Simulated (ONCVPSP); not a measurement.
**Before and after: ONCV potential for B (Z = 5)**

- Element: B (Z = 5)
- Generator: ONCVPSP 4.0.1
- Type: optimised norm-conserving Vanderbilt (ONCV)
- Functional: PBEsol
- Relativity: scalar-relativistic
- Frozen core: [He]
- Valence charge: 3
- Reference configuration: 2s2 2p1
- Partial waves: 2s: rc 1.35 bohr, ncon 4, nbas 7, qcut 5.8 1/bohr, 2 projectors, debl 1.8 Ha; 2p: rc 3.15 bohr, ncon 5, nbas 9, qcut 3.7 1/bohr, 1 projector; d scattering state at 0.09 Ha: rc 2.70 bohr, ncon 5, nbas 8, qcut 3.2 1/bohr, 3 projectors, debl 2.2 Ha
- Local potential: polynomial inside 0.90 bohr (lpopt 5, dvloc0 3 Ha)
- Core correction: Teter function, fcfact 6, rcfact 1.55

All-electron outer shells of the reference configuration (PBEsol, scalar-relativistic, ld1.x):

```
shell  level (eV)  outermost node (bohr)  outermost maximum (bohr)
   1s     -179.55                      –                      0.21
   2s       -9.36                   0.46                      1.52
   2p       -3.56                      –                      1.59
```

Change: p: qcut 4.2.

Cutoffs: the cutoffs (Ha) at which the residual kinetic energy of the hardest occupied pseudo-wave falls to 1 and 0.1 mHa per electron; they do not see the model core or the augmentation charge, which bear on the density cutoff. Errors are all-electron minus pseudo energies relative to the spin-unpolarised reference configuration.

Problem. How do hardness, ghosts and transferability respond?

Solution. The potential gets neither clearly harder nor softer (12 Ha and 17 Ha → 12 Ha and 17 Ha); of the 4 tests that both files solve, the error grows in 0 and shrinks in 4 by more than 15 % and 0.3 meV (median size 63.7 → 50.5 meV); neither file shows a bound ghost.

```tsv
quantity	base	changed
cutoff, loose	12 Ha	12 Ha
cutoff, tight	17 Ha	17 Ha
loose cutoff by channel	s 12 Ha, p 5.4 Ha	s 12 Ha, p 6.2 Ha
bound ghosts	none	none
GHOST(+) flags under 300 eV	none	none
error for 2s2 2p0, meV [ΔE 8.14 eV]	+103	+82
error for 2s1 2p0, meV [ΔE 33.40 eV]	+316	+255
error for 2s2 2p0.5, meV [ΔE 2.86 eV]	+15	+12
error for 2s1 2p2, meV [ΔE 5.82 eV]	-24	-19
s: phases at 1.37 bohr within 0.05 rad from the reference energy up to (Ha; the scan ends near 5)	to the end of the scan	to the end of the scan
p: phases at 3.20 bohr within 0.05 rad from the reference energy up to (Ha; the scan ends near 5)	0.3	0.3
d: phases at 2.74 bohr within 0.05 rad from the reference energy up to (Ha; the scan ends near 5)	to the end of the scan	to the end of the scan
rms error of d²Exc/dni dnj with the model core, mHa	0.98	0.96
```
